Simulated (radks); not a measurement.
Q: All-electron atom: Xe9+ in [Kr] 4d9. Method: non-relativistic Kohn-Sham, LB94 model potential, spin-polarised, spherical densities, point nucleus; open shells are filled with parallel spins first (spin-orbit coupling, left out, can overturn this in heavy ions); relativity is left out, which matters for an element this heavy; computed with a radial shooting solver on a logarithmic mesh with Libxc functionals. Some entries of the table are withheld. Estimate them.

| orbital | occ. | eigenvalue (eV) | <r> (bohr) | r(max) (bohr) |
|---|---|---|---|---|
| 1s down | 1 | -33215.36 | 0.02811 | 0.01864 |
| 1s up | 1 | -33215.35 | 0.02811 | 0.01864 |
| 2s up | 1 | -5179.442 | 0.1208 | 0.1028 |
| 2s down | 1 | -5179.324 | 0.1208 | 0.1028 |
| 2p up | 3 | -4888.506 | 0.1028 | 0.08027 |
| 2p down | 3 | -4888.455 | 0.1027 | 0.08027 |
| 3s up | 1 | -1184.292 | 0.3196 | 0.2924 |
| 3s down | 1 | -1184.236 | 0.3197 | 0.2924 |
| 3p up | 3 | -1059.819 | 0.3097 | 0.2789 |
| 3p down | 3 | -1059.711 | 0.3097 | 0.2789 |
| 3d up | 5 | -827.7589 | 0.2799 | 0.2260 |
| 3d down | 5 | -827.5360 | 0.2800 | 0.2261 |
| 4s up | 1 | -327.9652 | 0.7395 | 0.6847 |
| 4s down | 1 | -327.2831 | 0.7392 | 0.6844 |
| 4p up | 3 | -283.5907 | 0.7663 | 0.7004 |
| 4p down | 3 | -282.9021 | 0.7660 | 0.7001 |
| 4d up | 5 | -206.7110 | 0.8351 | (1) |
| 4d down | 4 | -206.0400 | 0.8349 | (2) |
| 5s up | 0 | -140.4229 | 1.529 | 1.478 |
| 5s down | 0 | -140.0246 | 1.531 | 1.479 |
| 5p up | 0 | -125.0903 | 1.622 | 1.567 |
| 5p down | 0 | -124.7270 | 1.624 | 1.568 |

A: 
(1) 4d up r(max) (bohr): 0.7354
(2) 4d down r(max) (bohr): 0.7348
